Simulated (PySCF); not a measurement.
Ga(OH)(SH)2, H3GaOS2, SMILES [OH][Ga]([SH])[SH] at its PBE0/def2-SVP optimised geometry (Å):

```
7

Ga    -0.5779    -0.1610     0.0000
O     -1.5430    -1.6544    -0.0001
H     -1.0440    -2.4768    -0.0005
S      1.6288    -0.1610     0.0000
H      1.7282    -1.5089     0.0041
S     -1.7282     1.7040     0.0000
H     -0.6191     2.4768     0.0036
```

Method: PySCF 2.14.0 with PBE0/def2-TZVP.

Map of the Laplacian of the electron density (e/bohr⁵) on the plane z = 1.2 Å:

```
|00000000000000000000000000000|
|00000000000000000000000000000|
|00000000000000000000000000000|
|00000000000000000000000000000|
|00000000111100000000000000000|
|00000012222211000000000000000|
|00000123455431000000000000000|
|00000246777542100000000000000|
|00001257888642100000000000000|
|00001257988642100000000000000|
|00001246887532100111100000000|
|00000135665432111223221000000|
|00000013444433223455542100000|
|00000001233444334678753100000|
|00000001123566445688864200000|
|00000000124566444688864200000|
|00000001234454334578763100000|
|00000012455543223456642100000|
|00000013688632112344431000000|
|00000014799631101122211000000|
|00000013688631000011100000000|
|00000012456421000000000000000|
|00000001233210000000000000000|
|00000000011100000000000000000|
|00000000000000000000000000000|
|00000000000000000000000000000|
|00000000000000000000000000000|
|00000000000000000000000000000|
|00000000000000000000000000000|
```
Scale: ten equal steps from 0.000 (start of '0') to 0.059 (end of '9'), in the order '0123456789'; x runs from -4.50 to 4.50, y from -4.50 (bottom) to 4.50 (top).
